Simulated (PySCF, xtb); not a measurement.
OZn, SMILES [O]=[Zn].

Harmonic wavenumbers (cm⁻¹) from GFN2-xTB in xtb at its own minimum, in rising order: 693.

Question: What does PBE0-D3(BJ)/def2-TZVPD (PySCF) give at its own minimum? (Estimate from the structure and the level; the computed values follow.)

Answer: 749. Paired by order, the mean absolute difference is 56 cm⁻¹ and the zero-point energies are 1.0 and 1.1 kcal/mol.
